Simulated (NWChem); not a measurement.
System: SiSbH₃Cl₂; SMILES [Cl][Sb]([SiH3])[Cl]

Output (shortened):

```
             Northwest Computational Chemistry Package (NWChem) 7.3.0
             --------------------------------------------------------

 C1  symmetry detected

                             Geometry "geometry" -> ""
                             -------------------------

 Output coordinates in angstroms (scale by  1.889725989 to convert to a.u.)

  No.       Tag          Charge          X              Y              Z
 ---- ---------------- ---------- -------------- -------------- --------------
    1 Sb                  51.0000     0.19292165     0.00111139     0.64651454
    2 Cl                  17.0000     0.83214164     1.83315767    -0.74338042
    3 Cl                  17.0000     0.84502163    -1.82711942    -0.74264709
    4 Si                  14.0000    -2.17954288    -0.00900571    -0.41958753
    5 H                    1.0000    -2.90839742    -1.23309739     0.03063179
    6 H                    1.0000    -2.00759459    -0.00683357    -1.89877232
    7 H                    1.0000    -2.92118705     1.20667974     0.03259200

 Effective nuclear repulsion energy (a.u.)     695.3465141009

                                 NWChem DFT Module
                                 -----------------

 Summary of "ao basis" -> "ao basis" (spherical)
 ------------------------------------------------------------------------------
       Tag                 Description            Shells   Functions and Types
 ---------------- ------------------------------  ------  ---------------------
 Sb                         def2-svp                10       26   4s4p2d
 Cl                         def2-svp                 8       18   4s3p1d
 Si                         def2-svp                 8       18   4s3p1d
 H                          def2-svp                 3        5   2s1p

            General Information
            -------------------
          SCF calculation type: DFT
          Wavefunction type:  closed shell.
          No. of atoms     :     7
          No. of electrons :    74
           Alpha electrons :    37
            Beta electrons :    37
          Charge           :     0
          Spin multiplicity:     1
          Use of symmetry is: off; symmetry adaption is: off
          Maximum number of iterations: 150
          AO basis - number of functions:    95
                     number of shells:    43
          Convergence on energy requested:  1.00D-06
          Convergence on density requested:  1.00D-05
          Convergence on gradient requested:  5.00D-04

              XC Information
              --------------
                         MN15 Method XC Functional
                     Hartree-Fock (Exact) Exchange  0.440
                          MN15 Exchange Functional  1.000
                        MN15 Correlation Potential  1.000

             Grid Information
             ----------------
          Grid used for XC integration:  coarse
          Radial quadrature: Mura-Knowles
          Angular quadrature: Lebedev.
          Tag              B.-S. Rad. Rad. Pts. Rad. Cut. Ang. Pts.
          ---              ---------- --------- --------- ---------
          Sb                  1.45      104          10.0       302
          Cl                  1.00       70          12.0       302
          Si                  1.10       70           9.0       302
          H                   0.35       35          11.0       302
          Grid pruning is: on
          Number of quadrature shells:   419
          Spatial weights used:  Erf1

      Superposition of Atomic Density Guess
      -------------------------------------

 Sum of atomic energies:       -1486.49573412

      Non-variational initial energy
      ------------------------------

 Total energy =   -1448.619186
 1-e energy   =   -2872.988904
 2-e energy   =    1032.971078
 HOMO         =      -0.239145
 LUMO         =      -0.015767

     ---------------------------------------------
      Total Density - Mulliken Population Analysis
     ---------------------------------------------

    Atom       Charge   Shell Charges
 -----------   ------   -------------------------------------------------------
    1 Sb  23    21.93   2.11 -0.08  1.21  0.58  2.98  3.03  1.11  0.87  9.81  0.32
    2 Cl  17    17.53   2.00  1.99  1.23  0.74  5.94  2.16  3.46  0.01
    3 Cl  17    17.53   2.00  1.99  1.23  0.74  5.94  2.16  3.46  0.01
    4 Si  14    13.84   2.00  1.99  1.03  0.32  5.94  1.14  1.33  0.09
    5 H    1     1.06   0.69  0.36  0.01
    6 H    1     1.05   0.69  0.36  0.01
    7 H    1     1.06   0.69  0.36  0.01

   convergence    iter        energy       DeltaE   RMS-Dens  Diis-err
 ---------------- ----- ----------------- --------- --------- ---------
 d= 0,ls=0.0,diis     1  -1450.5794524754 -1.84D+03  1.59D-02  1.11D+00
 d= 0,ls=0.0,diis     2  -1450.6132191482 -3.38D-02  9.13D-03  3.48D-01
 d= 0,ls=0.0,diis     3  -1450.6549099769 -4.17D-02  3.45D-03  1.19D-01
 d= 0,ls=0.0,diis     4  -1450.6724137489 -1.75D-02  2.59D-04  7.41D-04
 d= 0,ls=0.0,diis     5  -1450.6725034801 -8.97D-05  9.79D-05  6.23D-05
  Resetting Diis
 d= 0,ls=0.0,diis     6  -1450.6725131239 -9.64D-06  1.86D-05  2.12D-06
 d= 0,ls=0.0,diis     7  -1450.6725135260 -4.02D-07  5.87D-06  9.39D-08

         Total DFT energy =    -1450.672513525953
      One electron energy =    -2874.052169714782
           Coulomb energy =     1128.930996226891
    Exchange-Corr. energy =      -96.949980132241
 Nuclear repulsion energy =      391.398640094179

 Numeric. integr. density =       74.000017800955

                       DFT Final Molecular Orbital Analysis
                       ------------------------------------

 Vector   35  Occ=2.000000D+00  E=-3.469928D-01
              MO Center=  8.1D-01,  1.0D-02, -7.0D-01, r^2= 4.5D+00
   Bfn.  Coefficient  Atom+Function         Bfn.  Coefficient  Atom+Function
  ----- ------------  ---------------      ----- ------------  ---------------
    38      0.377066  2 Cl py                56      0.378269  3 Cl py
    35      0.291060  2 Cl py                53      0.291953  3 Cl py
    39      0.217431  2 Cl pz                57     -0.214665  3 Cl pz
    36      0.172887  2 Cl pz                54     -0.170828  3 Cl pz
    32      0.166451  2 Cl py                50      0.166968  3 Cl py

 Vector   36  Occ=2.000000D+00  E=-3.467127D-01
              MO Center=  5.4D-01, -6.3D-03, -4.5D-01, r^2= 4.9D+00
   Bfn.  Coefficient  Atom+Function         Bfn.  Coefficient  Atom+Function
  ----- ------------  ---------------      ----- ------------  ---------------
    57      0.317074  3 Cl pz                39      0.314977  2 Cl pz
    55     -0.283254  3 Cl px                37     -0.281754  2 Cl px
    54      0.236567  3 Cl pz                36      0.234903  2 Cl pz
    52     -0.212917  3 Cl px                34     -0.211787  2 Cl px
     3     -0.209894  1 Sb s                  4     -0.199489  1 Sb s

 Vector   37  Occ=2.000000D+00  E=-2.870084D-01
              MO Center= -1.5D-01, -5.9D-04,  7.9D-02, r^2= 4.8D+00
   Bfn.  Coefficient  Atom+Function         Bfn.  Coefficient  Atom+Function
  ----- ------------  ---------------      ----- ------------  ---------------
    11      0.307810  1 Sb px                13      0.273636  1 Sb pz
     3      0.246829  1 Sb s                 70     -0.232119  4 Si px
    37     -0.213786  2 Cl px                55     -0.213769  3 Cl px
    39     -0.201586  2 Cl pz                57     -0.201495  3 Cl pz
    16      0.190910  1 Sb pz                73     -0.172525  4 Si px

 Vector   38  Occ=0.000000D+00  E=-5.432908D-02
              MO Center=  1.6D-01,  2.5D-04,  2.7D-01, r^2= 4.3D+00
   Bfn.  Coefficient  Atom+Function         Bfn.  Coefficient  Atom+Function
  ----- ------------  ---------------      ----- ------------  ---------------
    14      0.504563  1 Sb px                 3      0.424595  1 Sb s
    16     -0.409169  1 Sb pz                13     -0.365135  1 Sb pz
    38      0.340698  2 Cl py                56     -0.341200  3 Cl py
    11      0.301934  1 Sb px                87     -0.259179  6 H  s
    73      0.213368  4 Si px                30     -0.194015  2 Cl s

 Vector   39  Occ=0.000000D+00  E=-4.960751D-02
              MO Center=  6.3D-02,  1.2D-03,  5.4D-01, r^2= 4.1D+00
   Bfn.  Coefficient  Atom+Function         Bfn.  Coefficient  Atom+Function
  ----- ------------  ---------------      ----- ------------  ---------------
    15      0.747872  1 Sb py                12      0.493857  1 Sb py
    39     -0.284787  2 Cl pz                57      0.284310  3 Cl pz
    30     -0.259082  2 Cl s                 48      0.258397  3 Cl s
     9     -0.183242  1 Sb py                38      0.173423  2 Cl py
    56      0.171389  3 Cl py                36     -0.149824  2 Cl pz

 Vector   40  Occ=0.000000D+00  E=-4.967642D-03
              MO Center= -8.4D-01, -3.1D-03,  1.5D-01, r^2= 5.7D+00
   Bfn.  Coefficient  Atom+Function         Bfn.  Coefficient  Atom+Function
  ----- ------------  ---------------      ----- ------------  ---------------
    73      0.857783  4 Si px                14      0.748906  1 Sb px
    66      0.742961  4 Si s                 16      0.529202  1 Sb pz
     3     -0.510537  1 Sb s                  4     -0.475401  1 Sb s
    75      0.414421  4 Si pz                11      0.300338  1 Sb px
    13      0.249096  1 Sb pz                65      0.207266  4 Si s

     ---------------------------------------------
      Total Density - Mulliken Population Analysis
     ---------------------------------------------

    Atom       Charge   Shell Charges
 -----------   ------   -------------------------------------------------------
    1 Sb  23    22.45   2.10 -0.08  1.45  0.34  2.96  3.01  1.57  0.87  9.74  0.48
    2 Cl  17    17.29   2.00  1.97  1.22  0.76  5.93  2.21  3.18  0.01
    3 Cl  17    17.29   2.00  1.97  1.22  0.76  5.93  2.21  3.18  0.01
    4 Si  14    13.83   2.00  1.97  1.02  0.33  5.93  1.32  1.16  0.11
    5 H    1     1.05   0.75  0.29  0.01
    6 H    1     1.02   0.75  0.26  0.01
    7 H    1     1.05   0.75  0.29  0.01

     -------------------------------------------
      Total Density - Lowdin Population Analysis
     -------------------------------------------

    Atom       Charge   Shell Charges
 -----------   ------   -------------------------------------------------------
    1 Sb  23    22.71   1.30  0.67  1.09  0.69  2.81  3.03  1.53  1.26  9.48  0.86
    2 Cl  17    17.16   2.00  1.95  1.05  0.86  5.83  2.32  3.14  0.02
    3 Cl  17    17.16   2.00  1.95  1.05  0.86  5.83  2.32  3.14  0.02
    4 Si  14    13.73   2.00  1.93  0.69  0.39  5.82  1.33  1.39  0.18
    5 H    1     1.09   0.65  0.42  0.02
    6 H    1     1.07   0.64  0.40  0.03
    7 H    1     1.09   0.65  0.42  0.02

     Multipole analysis of the density
     ---------------------------------

     L   x y z        total         alpha         beta         nuclear
     -   - - -        -----         -----         ----         -------
     0   0 0 0     -0.000000    -37.000000    -37.000000     74.000000

     1   1 0 0     -0.654707      4.776613      4.776613    -10.207933
     1   0 1 0     -0.001842      0.028482      0.028482     -0.058806
     1   0 0 1      0.965206     17.586898     17.586898    -34.208589

     2   2 0 0    -48.613544   -224.813353   -224.813353    401.013163
     2   1 1 0      0.012599     -0.065480     -0.065480      0.143560
     2   1 0 1      0.682791      3.707219      3.707219     -6.731647
     2   0 2 0    -52.194567   -234.750941   -234.750941    417.307316
     2   0 1 1      0.003323      0.028671      0.028671     -0.054019
     2   0 0 2    -47.956886    -85.500771    -85.500771    123.044656

            General Information
            -------------------
          SCF calculation type: DFT
          Wavefunction type:  closed shell.
          No. of atoms     :     7
          No. of electrons :    74
           Alpha electrons :    37
            Beta electrons :    37
          Charge           :     0
          Spin multiplicity:     1
          Use of symmetry is: off; symmetry adaption is: off
          Maximum number of iterations: 150
          AO basis - number of functions:    95
                     number of shells:    43
          Convergence on energy requested:  1.00D-06
          Convergence on density requested:  1.00D-05
          Convergence on gradient requested:  5.00D-04

              XC Information
              --------------
                         MN15 Method XC Functional
                     Hartree-Fock (Exact) Exchange  0.440
                          MN15 Exchange Functional  1.000
                        MN15 Correlation Potential  1.000

             Grid Information
             ----------------
          Grid used for XC integration:  coarse
          Radial quadrature: Mura-Knowles
          Angular quadrature: Lebedev.
          Tag              B.-S. Rad. Rad. Pts. Rad. Cut. Ang. Pts.
          ---              ---------- --------- --------- ---------
          Sb                  1.45      104          10.0       302
          Cl                  1.00       70          12.0       302
          Si                  1.10       70           9.0       302
          H                   0.35       35          11.0       302
          Grid pruning is: on
          Number of quadrature shells:   419
          Spatial weights used:  Erf1

          Convergence Information
          -----------------------
          Convergence aids based upon iterative change in
          total energy or number of iterations.
          Levelshifting, if invoked, occurs when the
          HOMO/LUMO gap drops below (HL_TOL):  1.00D-02
          DIIS, if invoked, will attempt to extrapolate
          using up to (NFOCK): 10 stored Fock matrices.

                    Damping( 0%)  Levelshifting(0.5)       DIIS
                  --------------- ------------------- ---------------
          dE  on:    start            ASAP                start
          dE off:    2 iters        150 iters           150 iters

                            NWChem DFT Gradient Module
                            --------------------------

  charge          =   0.00
  wavefunction    = closed shell

                         DFT ENERGY GRADIENTS

    atom               coordinates                        gradient
                 x          y          z           x          y          z
   1 Sb      0.364569   0.002100   1.221735    0.000889   0.000012   0.002236
   2 Cl      1.572520   3.464166  -1.404785    0.001348   0.002211  -0.000830
   3 Cl      1.596859  -3.452755  -1.403399    0.001362  -0.002210  -0.000841
   4 Si     -4.118739  -0.017018  -0.792905    0.001489   0.000016   0.001715
   5 H      -5.496074  -2.330216   0.057886   -0.002781  -0.004453   0.001629
   6 H      -3.793804  -0.012914  -3.588159    0.000523   0.000012  -0.005529
   7 H      -5.520243   2.280294   0.061590   -0.002831   0.004412   0.001619
```

Level: MN15/def2-SVP with def2 effective core potentials on Sb. Coordinates come from a PBE0/def2-SVP optimisation. def2 effective core potentials on Sb; no spin-orbit coupling.

Q: Which NWChem input produces such a log?

A: One answer among several that fit: the input that was run:
```
start job
memory heap 200 mb stack 900 mb global 1100 mb
geometry units angstroms noautoz
  Sb     0.085113     0.135454     0.644881
  Cl    -1.313706     1.551068    -0.672748
  Cl     2.010663     0.021833    -0.761099
  Si    -0.911547    -1.967800    -0.516263
  H     -0.106615    -3.164507    -0.126002
  H     -0.848623    -1.741592    -1.986783
  H     -2.324251    -2.149111    -0.064835
end
basis spherical
  * library def2-svp
end
ecp
  Sb library def2-ecp
end
dft
  xc mn15
  grid coarse
  iterations 150
  mulliken
end
task dft gradient
```
